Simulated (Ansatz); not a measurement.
Wavefunction ladder for CH4BClO, SMILES `COBCl`

```xyz
8

C    -1.013   -0.267    0.416
O     0.341   -0.582    0.146
B     1.154    0.282   -0.464
Cl    2.816   -0.203   -0.754
H    -1.177   -0.329    1.493
H    -1.269    0.735    0.064
H    -1.647   -1.002   -0.082
H     0.796    1.366   -0.819
```

Charge 0, multiplicity 1. Geometry: relaxed with PBE0-D4/def2-TZVP. It is one conformer, not always the lowest. Frozen core, restricted reference, Ansatz 0.2.0. CBS rows extrapolate triple and quadruple zeta; past MP2 they add the triple-zeta difference.

```
     basis     HF (Eh)  MP2 corr.
  def2-SVP  -599.07586   -0.54268
def2-TZVPP  -599.39528   -0.69816
def2-QZVPP  -599.41486   -0.75420
```

Q: Estimate the CCSD correlation energy and the (T) correction in each basis where they were run (hartree).

A: 
```tsv
basis	CCSD corr.	(T)
def2-SVP	-0.58306	-0.01474
def2-TZVPP	-0.73586	-0.02880
CBS(def2)	-0.83341	as TZ
```
